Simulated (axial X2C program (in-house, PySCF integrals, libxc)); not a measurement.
**Spin–orbit effects down a group: molecules with O (ions), PBE0**

Computed with an axial X2C code built on PySCF integrals, spin-free (one-electron X2C) or two-component (2c: spin–orbit coupling with atomic mean-field Coulomb and Gaunt terms, which also bring small scalar terms), in Dyall basis sets with cores contracted in-house; open shells are unrestricted.

Basis sets: Al dyall-av3z, B dyall-av3z, Ga dyall-acv3z, In dyall-acv3z, O dyall-av3z.

```csv
molecule,spin-free state,Re (Å),ωe (cm⁻¹),De (eV),2c state,Re 2c (Å),ωe 2c (cm⁻¹),De 2c (eV)
BO⁻,"M_S = 0, Λ = 0",1.232,1752.0,9.45,Ω = 0,1.232,1752.2,9.45
AlO⁻,"M_S = 0, Λ = 0",1.644,976.9,6.03,Ω = 0,1.645,977.0,6.03
GaO⁻,"M_S = 0, Λ = 0",1.703,822.1,5.16,Ω = 0,1.704,821.8,n/a
InO⁻,"M_S = 0, Λ = 0",1.911,698.8,4.18,Ω = 0,1.911,698.3,n/a
```

**Question.** Work out the shifts from the spin-free to the two-component result.

**Answer.** 

```tsv
molecule	2c state	ΔRe (Å)	Δωe (cm⁻¹)	ΔDe (eV)
BO⁻	Ω = 0	0.000	0.2	0.00
AlO⁻	Ω = 0	0.001	0.1	0.00
GaO⁻	Ω = 0	0.001	-0.3	n/a
InO⁻	Ω = 0	0.000	-0.5	n/a
```

Shifts of one unit in the last digit are rounding.

Fragments in 2c: O- + B, Al + O-, Ga + O-, In + O-. Each entry is the lowest single determinant of a limited PBE0 search at one distance. De goes to single-determinant-based atoms at the same level (for ions the charge split of lowest energy) and is withheld (n/a) where an atom does not fit its ground term or J level. Main or longest-lived isotopes. Some light 2c atoms are not at their ground J level, so De misses part of their lowering (0.04 eV or less). The functionals have no current term, which raises determinants with orbital currents.
